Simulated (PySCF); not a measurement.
A structure optimised at PBE0-D3(BJ)/def2-TZVP, used in a PySCF frequency run:

```xyz
3

Ag     0.0000     0.0000     0.6348
C      0.0000     0.0000    -1.4956
O      0.0000     0.0000    -2.6077
```
Charge +1, spin multiplicity 1.

**Question.** Write its SMILES, formula and point group.

**Answer.** O=[C+][Ag], CAgO, C∞v

**Question.** What are its rotational constants (standard atomic weights)?

**Answer.** 2.8304 GHz (linear rotor, B only)
